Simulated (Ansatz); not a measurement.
C5H8Cl3InN2⁺, that is In(IMe)Cl3 with one electron fewer. The state is a doublet with charge 1. Geometry PBE-D4/def2-SVP, that of the neutral singlet; atoms count from 1.

Cartesian coordinates in Å:
```
In -1.427 0.296 -1.928
C -0.050 0.032 -0.168
N 1.270 -0.286 -0.099
C 2.135 -0.484 -1.262
C 1.676 -0.387 1.221
C 0.570 -0.123 1.994
N -0.471 0.131 1.120
C -1.851 0.447 1.495
H 2.177 0.440 -1.870
H 3.147 -0.751 -0.911
H 1.733 -1.288 -1.907
H 2.705 -0.629 1.503
H 0.447 -0.096 3.081
H -2.521 -0.374 1.170
H -1.906 0.580 2.590
H -2.162 1.379 0.983
Cl -3.076 -1.398 -1.520
Cl -0.107 0.002 -3.901
Cl -2.289 2.508 -1.593
```

In the def2 sets In takes a core potential; there is no spin–orbit coupling.

**Question.** Estimate the Mulliken populations from the PBE0/def2-TZVP orbitals of Ansatz.

**Answer.** 
| atom | charge (e) | spin (α − β) |
| --- | --- | --- |
| In1 | 0.83 | -0.04 |
| C2 | -0.02 | 0.17 |
| N3 | 0.05 | -0.02 |
| C4 | -0.35 | 0.00 |
| C5 | -0.05 | 0.17 |
| C6 | -0.06 | 0.15 |
| N7 | 0.06 | -0.02 |
| C8 | -0.34 | 0.00 |
| H9 | 0.20 | 0.00 |
| H10 | 0.18 | 0.00 |
| H11 | 0.20 | 0.00 |
| H12 | 0.23 | -0.01 |
| H13 | 0.23 | -0.01 |
| H14 | 0.20 | 0.00 |
| H15 | 0.18 | 0.00 |
| H16 | 0.19 | 0.00 |
| Cl17 | -0.23 | 0.24 |
| Cl18 | -0.28 | 0.13 |
| Cl19 | -0.23 | 0.23 |
Mulliken values depend strongly on the basis.

**Question.** Where does the spin sit?

**Answer.** Summed by element: In -0.04, C 0.50, N -0.04, H -0.01, Cl 0.59, of 1 unpaired in all. Largest on single atoms: Cl17 0.24, Cl19 0.23, C5 0.17.

**Question.** And the Mayer bond orders between heavy atoms (over 0.3)?

**Answer.** In1–C2 0.56 (2.25 Å); In1–Cl17 0.86 (2.40 Å); In1–Cl18 0.90 (2.39 Å); In1–Cl19 0.87 (2.40 Å); C2–N3 1.25 (1.36 Å); C2–N7 1.25 (1.36 Å); N3–C4 0.89 (1.46 Å); N3–C5 1.24 (1.39 Å); C5–C6 1.46 (1.37 Å); C6–N7 1.25 (1.38 Å); N7–C8 0.90 (1.46 Å).
